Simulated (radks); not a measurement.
Q: These are the eigenvalues of the occupied orbitals of an atom or ion with whole-number occupations (eV). Calculated with a radial shooting solver on a logarithmic mesh with Libxc functionals: scalar-relativistic Kohn-Sham, PBE, spin-unpolarised, spherical densities, finite nucleus; Fermi nuclear charge, rms radius of each element as measured or else 0.836 A^(1/3) + 0.57 fm.

orbital  eigenvalue
1s        -9546.675
2s        -1178.844
2p        -1024.593
3s        -150.1119
3p        -104.3082
3d         -30.8561

Which element is it, and in what charge state? The configuration may be excited.

A: Z = 30, zinc, charge +2: Zn2+ in [Ar] 3d10. The list shows which subshells hold electrons but not how many an open one holds; the 1s level, -350.83 hartree, gives Z - s = 26.5 by -(Z - s)^2/2, which with screening and relativity narrows Z to a few neighbours, and the depths of the outer levels then fix element, charge and occupations together.
